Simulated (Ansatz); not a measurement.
A structure relaxed at PBE-D4/def2-SVP in Ansatz, charge 0, singlet:

```xyz
8

Al   -1.491   -0.417   -1.190
Al    1.033   -0.711   -0.589
Si    0.869    0.750    1.411
O     2.114   -0.136    0.659
O     0.005   -1.274   -1.799
O    -0.300    0.277    0.272
O     0.845    1.640    2.660
O    -3.074   -0.129   -1.423
```

Task: Give its formula and point group.

Result: the cluster Al2SiO5. Point group Cs (tolerance 0.1 Å).

Task: Summarise the bond lengths by kind (pairs closer than 1.2 times the sum of covalent radii, bridged metal pairs left out).

Result: 6 × Al–O 1.63 to 2.01 Å; 3 × O–Si 1.53 to 1.70 Å.

Another isomer (singlet) lies 0.57 eV lower at PBE0-D4/def2-TZVP; other spin states weren't run for this one.
